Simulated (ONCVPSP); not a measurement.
## u(r) = r·R(r): atom against pseudo-atom (chlorine (Cl))

Columns: radius, all-electron u(r) and pseudo u(r) of the 2s shell (level -252.19 eV) of chlorine in the configuration [He] 2s2 2p6 3s2 3p5; PBEsol, scalar-relativistic, ONCV scheme, ONCVPSP 4.0.1.

```
r (bohr)  all-electron  pseudo
   0.038       -0.7170  0.2465
   0.075       -0.5865  0.4794
   0.113       -0.1448  0.7045
   0.150        0.3389  0.9033
   0.188        0.7781  1.0818
   0.225        1.1090  1.2254
   0.263        1.3468  1.3397
   0.300        1.4871  1.4163
   0.338        1.5552  1.4601
   0.375        1.5634  1.4700
   0.413        1.5276  1.4495
   0.450        1.4630  1.4045
   0.488        1.3757  1.3366
   0.525        1.2791  1.2553
   0.563        1.1741  1.1615
   0.600        1.0706  1.0648
   0.638        0.9664  0.9642
   0.675        0.8693  0.8686
   0.713        0.7755  0.7752
   0.750        0.6907  0.6905
   0.788        0.6108  0.6106
   0.825        0.5402  0.5400
   0.863        0.4746  0.4744
   0.900        0.4174  0.4172
   0.938        0.3649  0.3648
   0.975        0.3195  0.3194
```

How many radial nodes do the two functions have?

The all-electron 2s function has n − l − 1 = 1; the pseudo-wave has 0, since the states of the same l below it are removed with the core.

At about which radius was the pseudo-wave matched?

0.75 bohr, where the columns begin to agree (steps of 0.04 bohr).

Is the pseudo-wave norm-conserving?

Yes: the ONCV scheme keeps the norm inside the radius equal to the all-electron one, which fixes the energy derivative of the logarithmic derivative at the level.
